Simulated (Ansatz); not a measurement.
One change: `[OH][W]([OH])([OH])([F])([F])[Cl]` becomes `[OH][W]([OH])([OH])([OH])([F])[Cl]`.

Ansatz, PBE0-D4/def2-TZVP geometries, multiplicity 1. Each molecule was computed in one conformer, which needn't be the lowest.

Elements past krypton have def2 core potentials.

```csv
property,`[OH][W]([OH])([OH])([F])([F])[Cl]`
HOMO–LUMO gap (ωB97M-V/def2-TZVPP) / eV,9.84
HOMO energy (ωB97M-V/def2-TZVPP) / eV,-11.17
HOMO energy (B3LYP/def2-TZVPP) / eV,-8.62
HOMO–LUMO gap (PBE0/def2-TZVPP) / eV,5.49
LUMO energy (PBE0/def2-TZVPP) / eV,-3.41
HOMO–LUMO gap (B3LYP/def2-TZVPP) / eV,4.99
```

Problem. What does the change do to each property? (An estimate is asked.)

Solution. The calculation gave: 
```
                               property  `[OH][W]([OH])([OH])([OH])([F])[Cl]`  shift
HOMO–LUMO gap (ωB97M-V/def2-TZVPP) / eV                                  9.78  -0.06
  HOMO energy (ωB97M-V/def2-TZVPP) / eV                                -10.80   0.37
    HOMO energy (B3LYP/def2-TZVPP) / eV                                 -8.24   0.38
   HOMO–LUMO gap (PBE0/def2-TZVPP) / eV                                  5.40  -0.09
     LUMO energy (PBE0/def2-TZVPP) / eV                                 -3.11   0.30
  HOMO–LUMO gap (B3LYP/def2-TZVPP) / eV                                  4.91  -0.08
```

With PBE0 the HOMO rises by 0.39 eV and the LUMO rises by 0.30 eV, so the gap narrows by about 0.09 eV. PBE moves the HOMO by 0.37 eV and ωB97M-V by 0.37 eV. The zero-point energy changes by 30.7 kJ/mol with +3 modes.

B3LYP here is the variant with VWN-RPA as its local correlation; programs differ in this.
